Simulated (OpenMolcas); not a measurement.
## CHClFNSi (SMILES FC1=N[SiH]1Cl): methods side by side

The species is CHClFNSi (6 atoms), meant as a singlet with charge 0. As SMILES, `FC1=N[SiH]1Cl`. The shape is that of a PBE0-D4/def2-TZVP optimisation.

Quantity: the HOMO–LUMO gap, in eV. The values are calculated.

```json
{"level": "HF/6-31G* (spherical functions)", "kind": "Hartree–Fock", "program": "OpenMolcas", "value (eV)": "13.50", "CPU time": "11 s"}
{"level": "HF/6-31G* (RICD fitting, Cartesian functions)", "kind": "Hartree–Fock", "program": "OpenMolcas", "value (eV)": "13.51", "CPU time": "2 s"}
{"level": "SVWN5/6-31G* (spherical functions)", "kind": "LDA", "program": "OpenMolcas", "value (eV)": "4.57", "CPU time": "23 s"}
{"level": "BLYP/6-31G* (spherical functions)", "kind": "GGA", "program": "OpenMolcas", "value (eV)": "4.69", "CPU time": "30 s"}
{"level": "TPSS/6-31G* (spherical functions)", "kind": "meta-GGA", "program": "OpenMolcas", "value (eV)": "4.90", "CPU time": "42 s"}
{"level": "r2SCAN/6-31G* (spherical functions)", "kind": "meta-GGA", "program": "OpenMolcas", "value (eV)": "5.14", "CPU time": "40 s"}
{"level": "B3LYP/6-31G* (spherical functions)", "kind": "global hybrid", "program": "OpenMolcas", "value (eV)": "6.52", "CPU time": "32 s"}
{"level": "M06-2X/6-31G* (spherical functions)", "kind": "hybrid meta-GGA", "program": "OpenMolcas", "value (eV)": "9.02", "CPU time": "37 s"}
```

The values span 4.57 to 13.51 eV. Orbital gaps aren't excitation energies; they tend to grow with the share of exact exchange. Times are those of the runs behind each value, whatever else they computed, on shared processors of several kinds: orders of magnitude only.
